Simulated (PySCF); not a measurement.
trimethylboroxine (C3H9B3O3), singlet, at a GFN2-xTB geometry. Base run: CAMB3LYP/STO-3G (PySCF).

The PySCF input:
```python
from pyscf import gto, scf, dft

mol = gto.Mole()
mol.atom = '''
    C    -1.88395612   -2.27603110   -0.19044238
    B    -0.87190410   -1.05674841   -0.09615793
    O     0.47004841   -1.27270533    0.04483004
    B     1.35009723   -0.23070259    0.14235499
    C     2.90538755   -0.50419483    0.30298053
    O     0.86423434    1.04578587    0.09599612
    B    -0.47285194    1.29171753   -0.04663207
    C    -1.02286120    2.77925774   -0.11210905
    O    -1.32942531    0.23068972   -0.14120135
    H    -1.38725937   -3.18978592   -0.50066549
    H    -2.69630027   -2.06716824   -0.88002264
    H    -2.33445810   -2.46363513    0.78177321
    H     3.29289147   -1.03354151   -0.56390256
    H     3.10060956   -1.13590232    1.16551924
    H     3.46912033    0.41574807    0.41763267
    H    -1.89407176    2.90521266    0.52450806
    H    -0.26974731    3.50276142    0.18249627
    H    -1.33777140    3.02062529   -1.12473696
'''
mol.basis = 'sto-3g'
mol.verbose = 4
mol.build()

mf = dft.RKS(mol)
mf.xc = 'camb3lyp'
mf.kernel()
```

The base run was repeated with changes; each row names its change, and settings that it needs were set with it.

```
change                                           ΔE vs base (µEh)  fitting functions  dipole (D)
-----------------------------------------------  ----------------  -----------------  ----------
base                                                          0.0                  -        0.05
auxbasis = def2-universal-jfit                              -2689                540        0.05
auxbasis = even-tempered beta=2.0                           -8171                486        0.05
auxbasis = cc-pvtz-jkfit                                     -354                981        0.05
auxbasis = cc-pvqz-jkfit                                     -294               1413        0.05
only_dfj = on; auxbasis = def2-universal-jfit               -4378                540        0.05
auxbasis = even-tempered beta=1.6                           -7468                693        0.05
auxbasis = default (with mf = mf.density_fit())             -2526                843        0.05
auxbasis = def2-tzvp-ri                                     -2118                819        0.05
auxbasis = cc-pvdz-jkfit                                     -330                837        0.05
```

A fitting set is made for a task (jfit for Coulomb, jkfit for Coulomb and exchange, ri for correlation) and for a family of orbital bases.
